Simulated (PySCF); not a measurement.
Compound: C2H7BPb.
Atom-mapped SMILES: `[BH2:1][PbH2:2][CH:3]=[CH2:4]` (hydrogens: H5, H6 on B1; H7, H8 on Pb2; H9 on C3; H10, H11 on C4)

Computed by this run: PBE0-D3(BJ)/def2-SVP geometry optimisation, gas phase, def2 core potentials past Kr in PySCF 2.14.0; density fitting, grid level 1; the optimiser is geomeTRIC in internal coordinates, started from a GFN2-xTB structure with every atom displaced at random (about 0.01 Å).

Step 0: E = -8102.9408 eV
```
atom  x, y, z in Å  |  force x, y, z in eV/Å
B1      2.5029    0.4051   -0.6359   -1.273  -0.077   0.743
Pb2     0.7027   -0.6582    0.3181   -0.247   0.210  -0.261
C3     -1.3259   -0.1015   -0.5528    3.353  -1.146   0.128
C4     -2.2157    0.5014    0.1435   -3.140   1.497   1.445
H5      2.8585    1.4281   -0.2026    0.402   0.841   0.500
H6      2.9690    0.0089   -1.6067    0.712  -0.683  -1.296
H7      0.5432   -0.3734    2.0396   -0.073   0.124   0.227
H8      0.8167   -2.3921    0.1593    0.013  -0.387  -0.082
H9     -1.4675   -0.3601   -1.5590   -0.315  -0.450  -1.776
H10    -3.2151    0.7442   -0.2711    0.283  -0.036  -0.028
H11    -2.1271    0.7704    1.1905    0.285   0.107   0.398
```

Step 1: E = -8103.1881 eV
```
atom  x, y, z in Å  |  force x, y, z in eV/Å
B1      2.3832    0.4361   -0.6480    0.067  -0.009  -0.099
Pb2     0.6995   -0.7331    0.3653    0.033  -0.131   0.084
C3     -1.2350   -0.1207   -0.5421   -0.208   0.047  -0.071
C4     -2.1771    0.5278    0.1496    0.241  -0.187  -0.207
H5      2.7378    1.4961   -0.1985    0.019   0.025   0.030
H6      2.8842    0.0259   -1.6687   -0.026   0.008   0.048
H7      0.4959   -0.4022    2.0936   -0.002   0.015  -0.033
H8      0.8307   -2.4950    0.1885   -0.007   0.080  -0.013
H9     -1.3961   -0.3710   -1.6048    0.001   0.077   0.237
H10    -3.1218    0.8192   -0.3169   -0.143   0.054  -0.052
H11    -2.0596    0.7899    1.2047    0.025   0.021   0.076
```

Q: Estimate the geometry and energy of step 2. (The exact step hangs on the optimiser's Hessian estimate; all steps are aligned on step 1, rigid shifts and turns removed.)

A: E = -8103.1908 eV, largest force 0.087 eV/Å
```
atom  x, y, z in Å  |  force x, y, z in eV/Å
B1      2.3981    0.4357   -0.6512   -0.006  -0.003  -0.008
Pb2     0.7066   -0.7351    0.3674   -0.046   0.052  -0.008
C3     -1.2429   -0.1205   -0.5321   -0.042  -0.010  -0.058
C4     -2.1935    0.5257    0.1436    0.069  -0.011   0.053
H5      2.7623    1.4909   -0.1940    0.005  -0.007   0.014
H6      2.8940    0.0264   -1.6724   -0.010  -0.006   0.009
H7      0.5098   -0.4050    2.0934    0.000   0.018   0.006
H8      0.8336   -2.4877    0.1814   -0.002  -0.020  -0.021
H9     -1.4046   -0.3698   -1.5884    0.018  -0.006   0.014
H10    -3.1434    0.8167   -0.3244    0.028  -0.019  -0.018
H11    -2.0782    0.7956    1.1993   -0.014   0.011   0.016
```

The energy changes by -0.0027 eV. The first-order estimate −F·Δx gives -0.0078 eV and the mean of the old and new forces, exact on a quadratic surface, -0.0028 eV. The step makes an angle of 76° with the force vector and moves no atom by more than 0.026 Å.

What follows is the cost of the whole optimisation. Hardware: one thread, Intel Xeon Platinum 8259CL at 2.50 GHz (x86_64), no GPU, shared host with 96 logical CPUs at a one-minute load of 35. Cost: 33 s of wall time, 0.43 GiB resident at most.
